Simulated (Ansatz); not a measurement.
A single point on FH3NPZn, SMILES `N[PH][Zn][F]`.

```yaml
crystal:
  periodic: [false, false, false]
  atoms:
    - {symbol: N, position_ang: [-0.431991, 1.363751, -0.293802]}
    - {symbol: P, position_ang: [0.441327, 0.462493, 0.872908]}
    - {symbol: Zn, position_ang: [0.182854, -1.736574, 0.329316]}
    - {symbol: F, position_ang: [-0.101977, -3.435776, -0.047572]}
    - {symbol: H, position_ang: [-1.285907, 1.762120, 0.062635]}
    - {symbol: H, position_ang: [-0.547979, 1.027342, -1.235538]}
    - {symbol: H, position_ang: [1.743684, 0.556654, 0.312053]}
basis:
  gaussian: {orbitals: def2-QZVPP}
correlation: {method: mp2, frozen_orbitals: {F: 1, H: 0, "N": 1, P: 5, Zn: 9}}
```

```sh
$ ansatz run in.yaml --threads 2 --pin off --events-out ev --progress --plain --max-ram 4352MiB
```

Shortened log:

```
Functional definition: HF
2348 factors; integrals over basis functions are off by at most 9.1e-4 eV
mean field evaluation 1: about -61883.7448 eV, gradient 4.7e1 eV
mean field evaluation 2: about -61883.9537 eV, gradient 4.7e1 eV
mean field evaluation 4: about -61888.3101 eV, gradient 4.4e0 eV
mean field evaluation 8: about -61888.3794 eV, gradient 7.4e-1 eV
mean field evaluation 16: about -61888.3817 eV, gradient 2.0e-6 eV
mean field -61888.38171070 eV, -2274.3560784163 hartree, gradient 2.0e-6 eV, S^2 0.000000; 0 other end points of the search recorded, 0 dependent functions left out
16 core orbitals not correlated: weight in the atoms' cores, before any rotation towards them, 1.000 or more for the frozen orbitals, at most 0.000 for the correlated occupied ones
reference -61888.38171070 eV, -2274.3560784163 hartree; 16, 16 occupied and 342, 342 virtual orbitals, 2348 factors
second order -33.05068952 eV of doubles, -0.00000000 eV of singles
Total energy: -61921.43240022 eV, -2275.5706688536 hartree
```

It took 26 s on 2 threads of an Arm Neoverse V1 on a shared host, with 1.6 GiB of host memory at the peak.
